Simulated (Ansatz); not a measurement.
`Cl[SiH2][CH2][GeH3]` + `C[SiH2]N` → `C[SiH2][NH][GeH3]` + `C[SiH2]Cl`  (ligand exchange at a Ge–C bond)

Gas-phase electronic energies from Ansatz, PBE0-D4/def2-TZVP geometries. CBS: MP2 limit from def2 TZ/QZ plus the TZ coupled-cluster correction, frozen cores. DFT in def2-TZVPP. B3LYP here is the variant with VWN-RPA as its local correlation; programs differ in this. HSE06 is defined as in plane-wave codes. For Ge outer-core shells are correlated without core-valence functions, which leaves a few kJ/mol of doubt a bond. Scalar relativity is left out up to krypton. One conformer a species, not always the lowest.

`Cl[SiH2][CH2][GeH3]`:

Z-matrix (Å, degrees):
```
Si
C 1 1.852
Cl 1 2.062 2 110.6
H 1 1.483 2 111.0 3 118.9
H 1 1.483 2 111.0 3 -118.9
Ge 2 1.965 1 113.4 3 -179.8
H 2 1.094 1 109.6 3 59.2
H 2 1.093 1 109.6 3 -58.8
H 6 1.538 2 109.9 1 60.3
H 6 1.538 2 109.9 1 -59.6
H 6 1.537 2 109.6 1 -179.7
```

`C[SiH2]N`:

Cartesian coordinates in Å:
```
C -1.162 -0.362 -0.691
Si 0.604 0.129 -0.312
N 0.990 0.376 1.346
H -1.301 -0.493 -1.768
H -1.865 0.403 -0.352
H -1.423 -1.304 -0.200
H 0.898 1.405 -1.020
H 1.507 -0.944 -0.811
H 0.667 1.196 1.833
H 1.084 -0.405 1.974
```

`C[SiH2][NH][GeH3]`:

```xyz
13

C    -2.154   -0.207   -0.754
Si   -0.704   -0.577    0.361
N     0.786   -0.086   -0.349
Ge    2.205    0.727    0.489
H    -3.089   -0.527   -0.287
H    -2.220    0.862   -0.968
H    -2.060   -0.739   -1.705
H    -0.736   -2.036    0.684
H    -0.810    0.171    1.644
H     1.012   -0.468   -1.257
H     1.628    1.595    1.615
H     2.946    1.586   -0.551
H     3.194   -0.300    1.080
```

`C[SiH2]Cl`:

Cartesian coordinates in Å:
```
C 0.141 -0.566 0.825
Si -0.255 0.461 -0.670
Cl 1.495 1.066 -1.578
H -0.784 -0.888 1.313
H 0.727 0.008 1.545
H 0.710 -1.454 0.546
H -1.008 1.686 -0.307
H -1.026 -0.313 -1.674
```

```json
{"level": "B3LYP-D4", "ΔE (kJ/mol)": "-21.9", "difference from CCSD(T)/CBS": "-4.3"}
{"level": "HSE06-D4", "ΔE (kJ/mol)": "-17.0", "difference from CCSD(T)/CBS": "0.6"}
{"level": "BHLYP-D4", "ΔE (kJ/mol)": "-24.2", "difference from CCSD(T)/CBS": "-6.6"}
{"level": "ωB97M-V", "ΔE (kJ/mol)": "-19.3", "difference from CCSD(T)/CBS": "-1.7"}
{"level": "r2SCAN", "ΔE (kJ/mol)": "-19.3", "difference from CCSD(T)/CBS": "-1.7"}
{"level": "B3LYP", "ΔE (kJ/mol)": "-21.8", "difference from CCSD(T)/CBS": "-4.2"}
{"level": "r2SCAN0", "ΔE (kJ/mol)": "-19.3", "difference from CCSD(T)/CBS": "-1.7"}
{"level": "BHLYP", "ΔE (kJ/mol)": "-24.4", "difference from CCSD(T)/CBS": "-6.8"}
{"level": "LC-ωPBE", "ΔE (kJ/mol)": "-18.6", "difference from CCSD(T)/CBS": "-1.0"}
{"level": "RPA@PBE/def2-TZVPP", "ΔE (kJ/mol)": "-21.6", "difference from CCSD(T)/CBS": "-4.0"}
{"level": "CCSD(T)/def2-SVP", "ΔE (kJ/mol)": "-29.4", "difference from CCSD(T)/CBS": "-11.8"}
{"level": "HF/def2-TZVPP", "ΔE (kJ/mol)": "-30.6", "difference from CCSD(T)/CBS": "-13.0"}
{"level": "HF/def2-QZVPP", "ΔE (kJ/mol)": "-31.1", "difference from CCSD(T)/CBS": "-13.5"}
{"level": "MP2/def2-QZVPP", "ΔE (kJ/mol)": "-18.3", "difference from CCSD(T)/CBS": "-0.7"}
{"level": "SCS-MP2/def2-QZVPP", "ΔE (kJ/mol)": "-21.9", "difference from CCSD(T)/CBS": "-4.3"}
{"level": "CCSD/CBS(def2)", "ΔE (kJ/mol)": "-18.4", "difference from CCSD(T)/CBS": "-0.8"}
{"level": "CCSD(T)/CBS", "ΔE (kJ/mol)": "-17.6", "difference from CCSD(T)/CBS": "0"}
```

Largest T1 diagnostic among the species: 0.011.

In def2-TZVPP, CCSD(T) changes the Hartree–Fock value by +10.1 kJ/mol (the triples alone add +0.8 kJ/mol) and MP2 by +10.8 kJ/mol. From BLYP to BHLYP (50 % exact exchange), in def2-TZVPP and without D4, ΔE moves by −3.3 kJ/mol. At CCSD(T), def2-SVP lies −11.8 kJ/mol from the extrapolated value and def2-TZVPP −2.9 kJ/mol.

CCSD(T)/CBS has its own doubt, a few kJ/mol and more with outer-core shells, so smaller differences from it don't rank the levels.
